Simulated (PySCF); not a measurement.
Constitutional and geometric isomers with formula C2H3B. Isolated molecules, 0 K electronic values unless said otherwise. Strings in code marks are SMILES.

Method: B3LYP-D3(BJ)/def2-TZVP in PySCF 2.14.0. All candidates: neutral, multiplicity 1. B3LYP has the VWN-RPA correlation part, as in Gaussian. 

```json
{
  "HOMO–LUMO gap": "3.33 eV",
  "dipole_moment": "0.66 D",
  "HOMO": "-6.14 eV"
}
```

### Question
Identify which member has these values.
A) `BC#C`
B) `B=C=C`
C) `B1C=C1`

### Answer
B, `B=C=C`. The others give `BC#C`: 5.27 eV, 1.00 D, -7.87 eV; `B1C=C1`: 7.31 eV, 1.15 D, -7.81 eV
